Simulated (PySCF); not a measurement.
From one molecule to another.

First species: C₅H₁₀O.
InChI=1S/C5H10O/c1-3-5-6-4-2/h3H,1,4-5H2,2H3

Second species: C4H13FSSi2.
Cartesian coordinates in Å at the GFN2-xTB level; atoms count from 1:
```xyz
21
C4H13FSSi2 angstrom
C     -3.321    0.445   -0.393
C     -2.279   -0.448   -1.037
S     -0.685    0.423   -1.288
Si     0.243    0.273    0.649
C      0.520   -1.591    1.033
F      1.391   -1.725    2.096
C      1.893    1.186    0.576
Si     3.182    0.514   -0.664
H     -3.012    0.746    0.605
H     -3.465    1.340   -0.993
H     -4.269   -0.085   -0.320
H     -2.592   -0.747   -2.036
H     -2.089   -1.340   -0.443
H     -0.672    0.808    1.665
H     -0.394   -2.114    1.329
H      0.971   -2.128    0.194
H      1.700    2.233    0.346
H      2.328    1.164    1.574
H      3.570   -0.841   -0.271
H      2.618    0.513   -2.012
H      4.356    1.390   -0.610
```

Levels: PBE0/pcSseg-1 for dipole moment, HOMO energy, LUMO energy and HOMO–LUMO gap; GFN2-xTB for rotational constant A and rotational constant C. Geometries: GFN2-xTB. All species are isolated and taken at one optimised geometry, non-relativistic unless stated. Electronic properties by PySCF.

The conformers computed, where there is a choice (atom-mapped SMILES and torsion angles):
- `[CH2:1]=[CH:2][CH2:3][O:4][CH2:5][CH3:6]`: C1–C2–C3–O4 -141°, C2–C3–O4–C5 -178°, C3–O4–C5–C6 -179°
- `[CH3:1][CH2:2][S:3][Si@@H:4]([CH2:5][F:6])[CH2:7][SiH3:8]`: C1–C2–S3–Si4 82°, C2–S3–Si4–C5 62°, S3–Si4–C5–F6 166°, S3–Si4–C7–Si8 -62°

Values for the first species:

- Dipole moment: 1.26 D
- HOMO energy: -7.25 eV
- LUMO energy: 0.30 eV
- HOMO–LUMO gap: 7.55 eV
- Rotational constant A: 16.009 GHz
- Rotational constant C: 1.331 GHz

(1) Estimate the same properties for the second species, and the change in each.

## Answers

(1) 
```json
{"property": "dipole moment", "first": "1.26 D", "second": "1.77 D", "second less first": "+0.51 D"}
{"property": "HOMO energy", "first": "-7.25 eV", "second": "-6.90 eV", "second less first": "+0.35 eV"}
{"property": "LUMO energy", "first": "0.30 eV", "second": "0.03 eV", "second less first": "-0.27 eV"}
{"property": "HOMO–LUMO gap", "first": "7.55 eV", "second": "6.93 eV", "second less first": "-0.62 eV"}
{"property": "rotational constant A", "first": "16.009 GHz", "second": "1.498 GHz", "second less first": "-14.511 GHz"}
{"property": "rotational constant C", "first": "1.331 GHz", "second": "0.535 GHz", "second less first": "-0.796 GHz"}
```

On the first: The dipole equals about 4.2 × 10⁻³⁰ C·m (1 D = 3.33564 × 10⁻³⁰ C·m).

On the second: A dipole of 1.77 D is allowed in C1, and pure rotational transitions are dipole-allowed. The dipole equals about 5.9 × 10⁻³⁰ C·m (1 D = 3.33564 × 10⁻³⁰ C·m).
